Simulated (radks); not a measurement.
Spherical quantum dot in the effective-mass picture: electrons in a hard-walled sphere of radius 3.03, with a point charge +2 (a donor) at the centre, all in effective atomic units (hartree* = m*/eps^2 hartree, bohr* = eps/m* bohr), one dielectric constant everywhere. Method: non-relativistic Kohn-Sham, PBE, spin-polarised, spherical densities; computed with a radial shooting solver with Libxc functionals. Levels are named by radial order and angular momentum (1s, 1p, 1d, 2s, ...), and open shells are averaged over m.

N = 23, configuration 1s2 1p6 1d10 2s2 1f(up 3, down 0). This is the lowest configuration that the search found. Occupied and some empty levels:

level    occupation  eigenvalue (hartree*)  <r> (bohr*)
1s up             1                 9.3260        1.711
1s down           1                 9.3574        1.678
1p up             3                 9.7415        2.057
1p down           3                 9.7874        2.050
1d up             5                 10.269        2.150
2s up             1                 10.309        1.191
1d down           5                 10.319        2.147
2s down           1                 10.327        1.217
1f up             3                 10.969        2.218
1f down           0                 11.022        2.216
1g up             0                 11.829        2.272
1g down           0                 11.884        2.271
2p up             0                 12.050        1.520
2p down           0                 12.068        1.520
2d up             0                 13.312        1.706
2d down           0                 13.337        1.705

Energy (hartree*): total 119.437, kinetic 42.422, external -28.385, Hartree 118.16, exchange-correlation -12.764.

Electron density:

r (bohr*)  n(r) (e/bohr*^3)
0.0835                3.321
0.310                 1.375
0.536                0.6015
0.763                0.2892
0.989                0.1755
1.22                 0.1596
1.44                 0.1979
1.67                 0.2646
1.90                 0.3296
2.12                 0.3533
2.35                 0.3021
2.57                 0.1792
2.80                0.05124
3.03             0.00005116
